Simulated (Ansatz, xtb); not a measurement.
# CH6B2O2: which of two isomers lies lower

We compare X, `CBOBO`, a singlet, with Y, `BOB(C)O`, a singlet. Both are isolated molecules in the gas phase, relaxed with PBE-D3(BJ)/def2-SVP; the shapes shown needn't be the lowest conformers.

X (Å):

```xyz
11

C    -0.4947   -1.7098    2.2573
B    -0.3198   -0.5288    1.2359
B    -0.1239   -0.8191   -1.4381
O    -0.2393   -0.7496   -0.0934
O     1.1269   -0.9523   -1.9731
H     0.3501   -1.7000    2.9808
H    -1.4037   -1.5430    2.8757
H    -0.5539   -2.7122    1.7904
H    -0.2546    0.6355    1.6114
H    -1.1312   -0.7753   -2.1251
H     1.0912   -1.0042   -2.9432
```

Y (Å):

```yaml
atoms:
  - { symbol: C, position_ang: [1.7770, -0.6549, -0.1009] }
  - { symbol: B, position_ang: [-1.3025, 0.2799, 0.3940] }
  - { symbol: B, position_ang: [0.5504, -0.5886, -1.0787] }
  - { symbol: O, position_ang: [-0.7665, -0.4510, -0.6148] }
  - { symbol: O, position_ang: [0.7190, -0.7071, -2.4265] }
  - { symbol: H, position_ang: [-2.4748, 0.0906, 0.6673] }
  - { symbol: H, position_ang: [-0.6245, 1.1072, 0.9872] }
  - { symbol: H, position_ang: [1.7946, 0.2373, 0.5603] }
  - { symbol: H, position_ang: [1.6831, -1.5323, 0.5738] }
  - { symbol: H, position_ang: [2.7432, -0.7258, -0.6345] }
  - { symbol: H, position_ang: [-0.1381, -0.6599, -2.8925] }
```

Problem. Estimate E(Y) − E(X) at the level CCSD(T)/def2-SVP + ΔMP2/def2-TZVPP.

Solution. Calculated at CCSD(T)/def2-SVP + ΔMP2/def2-TZVPP: E(Y) − E(X) = −0.099 eV, so structure Y lies lower.

The same difference at several levels:

| level | geometry | E(Y) − E(X) (eV) | departure from the last row (eV) | job, with rough time for the two |
| --- | --- | --- | --- | --- |
| PBE-D3(BJ)/def2-SVP | PBE-D3(BJ)/def2-SVP | +0.021 | +0.119 | optimisation, 71 s |
| HF/def2-SVP | PBE-D3(BJ)/def2-SVP | −0.065 | +0.034 | part of the CCSD(T) run |
| MP2/def2-SVP | PBE-D3(BJ)/def2-SVP | −0.076 | +0.022 | part of the CCSD(T) run |
| CCSD(T)/def2-SVP | PBE-D3(BJ)/def2-SVP | −0.086 | +0.012 | single point |
| CCSD(T)/def2-SVP + ΔMP2/def2-TZVPP | PBE-D3(BJ)/def2-SVP | −0.099 |  | single point, 24 s |

As drawn, both hold the same kinds of bond in the same numbers.

PBE-D3(BJ)/def2-SVP finds them nearly level. The largest departure from CCSD(T)/def2-SVP + ΔMP2/def2-TZVPP is that of PBE-D3(BJ)/def2-SVP, 0.119 eV. Levels run at GFN2-xTB geometries aren't shown. The last row adds to CCSD(T) the change of the MP2 difference between the two basis sets, here −0.012 eV.

With harmonic frequencies from PBE-D3(BJ)/def2-SVP (ideal gas, rigid rotor, one conformer each, 400 K, 1 atm): on the last row, ΔE + ΔZPE = −0.097 eV. A mode under 50 cm⁻¹ makes harmonic enthalpies and free energies unreliable, so none is given.

The correlated steps freeze 5 core orbitals. Programs: Ansatz 0.2.0; the last row on 2 threads of Arm Neoverse V2 on a shared host.
